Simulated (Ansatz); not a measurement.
Cost and result for the atomization energy of CH7BN2O, SMILES `CNB(N)O` (12 atoms, 11 bonds).

Z-matrix (Å, degrees):
```
C
N 1 1.437
H 1 1.099 2 113.5
H 1 1.092 2 110.8 3 -121.1
H 1 1.094 2 110.6 3 121.1
B 2 1.415 1 126.5 3 -82.4
H 2 1.005 1 115.7 3 89.6
O 6 1.385 2 116.2 1 179.4
N 6 1.423 2 121.8 1 -0.7
H 8 0.957 6 113.7 2 -175.6
H 9 1.003 6 122.9 2 2.0
H 9 1.003 6 123.5 2 -172.1
```

Total charge 0; spin multiplicity 1. The structure was optimised at the PBE0-D4/def2-TZVP level. It is one conformer, not always the lowest. Program: Ansatz. All runs use 4 threads of an Arm Neoverse V1 on a shared host. Times are those of one run each, without the atoms' runs, and a repeat can differ threefold. Electronic energies, without spin–orbit coupling; frozen cores. CCSD(T)/CBS adds CCSD(T) − MP2 in def2-TZVPP to the MP2 limit, and its time is that of the two runs behind it. T1 = 0.010. B3LYP takes the VWN-RPA correlation (the form of Gaussian; ORCA's B3LYP/G).

CCSD(T)/CBS is a level of theory with its own doubt, some kJ/mol a heavy atom from the limit and from the frozen cores, so smaller differences don't rank the functionals.

```json
{"level": "PBE-D4/def2-TZVPP (with forces)", "functions": "253", "wall time": "2.2 s"}
{"level": "PBE0-D4/def2-TZVPP", "functions": "253", "wall time": "2.3 s"}
{"level": "B3LYP-D4/def2-TZVPP (with forces)", "functions": "253", "wall time": "3.5 s"}
{"level": "r2SCAN-D4/def2-TZVPP (with forces)", "functions": "253", "wall time": "4 s"}
{"level": "B2PLYP/def2-TZVPP", "functions": "253", "wall time": "4.7 s"}
{"level": "ωB97X-V/def2-TZVPP", "functions": "253", "wall time": "6.5 s"}
{"level": "ωB97M-V/def2-TZVPP (with forces)", "functions": "253", "wall time": "9 s"}
{"level": "MP2/def2-QZVPP", "functions": "495", "wall time": "20 s"}
{"level": "CCSD(T)/def2-TZVPP", "functions": "253", "wall time": "2.3 min"}
{"level": "CCSD(T)/CBS(def2)", "functions": "–", "wall time": "2.6 min"}
```

Task: What atomization energy does each give, and how far from CCSD(T)/CBS? (An estimate is asked.)

Result: Computed: 
```csv
level,atomization (kJ/mol),difference from CCSD(T)/CBS,per bond
PBE-D4/def2-TZVPP (with forces),4858.6,118.7,10.8
PBE0-D4/def2-TZVPP,4757.3,17.4,1.6
B3LYP-D4/def2-TZVPP (with forces),4770.2,30.3,2.8
r2SCAN-D4/def2-TZVPP (with forces),4742.5,2.6,0.2
B2PLYP/def2-TZVPP,4712.5,-27.4,-2.5
ωB97X-V/def2-TZVPP,4757.4,17.5,1.6
ωB97M-V/def2-TZVPP (with forces),4773.6,33.7,3.1
MP2/def2-QZVPP,4769.3,29.4,2.7
CCSD(T)/def2-TZVPP,4605.1,-134.8,-12.3
CCSD(T)/CBS(def2),4739.9,0.0,0.0
```

In def2-TZVPP, CCSD(T) changes the Hartree–Fock value by +1222.3 kJ/mol (the triples alone add +67.1 kJ/mol) and MP2 by +1306.2 kJ/mol; breaking electron pairs costs correlation energy, which Hartree–Fock lacks. From PBE to PBE0 (25 % exact exchange), in def2-TZVPP and without D4, the atomization energy moves by −98.1 kJ/mol: exact exchange takes away binding that semilocal exchange gives to molecules. The D4 term adds +30.2 kJ/mol with B3LYP and +15.9 kJ/mol with PBE0; it sums over pairs of atoms, weighted by their polarisabilities, and B3LYP, whose exchange is more repulsive, gets the larger term.
